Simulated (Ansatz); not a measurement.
Consider the hydrogenolysis of the Si–C bond: `C=C[SiH](N)OC` + H₂ → `CO[SiH2]N` + `C=C`.

Program: Ansatz. Geometries: PBE0-D4/def2-TZVP. ΔE: electronic, gas phase. CCSD(T)/CBS is the MP2 limit (def2-TZVPP, def2-QZVPP) plus CCSD(T) − MP2 in def2-TZVPP, frozen cores. This one scheme is used for every species. Functionals use def2-TZVPP. B3LYP here is the variant with VWN-RPA as its local correlation; programs differ in this. One conformer a species, not always the lowest.

| level | ΔE (kJ/mol) |
| --- | --- |
| ωB97X-V | -12.4 |
| B2PLYP | -17.3 |
| B3LYP | -23.9 |
| MP2/def2-TZVPP | -5.5 |
| MP2/def2-QZVPP | -4.8 |
| HF/CBS(def2) | -36.6 |
| MP2/CBS(def2) | -4.1 |
| CCSD/CBS(def2) | -15.1 |

(1) What does CCSD(T)/CBS give? (Best estimate.)

Largest T1 diagnostic among the species: 0.011.

Answers

(1) The calculation gave: -9.9 kJ/mol. The listed levels differ from it by -2.5, -7.4, -14.0, 4.4, 5.1, -26.7, 5.8, -5.2 kJ/mol.

In def2-TZVPP, CCSD(T) changes the Hartree–Fock value by +25.1 kJ/mol (the triples alone add +5.3 kJ/mol) and MP2 by +30.9 kJ/mol. The D4 term adds +13.4 kJ/mol with B3LYP and +7.6 kJ/mol with PBE0; it sums over pairs of atoms, weighted by their polarisabilities, and B3LYP, whose exchange is more repulsive, gets the larger term.
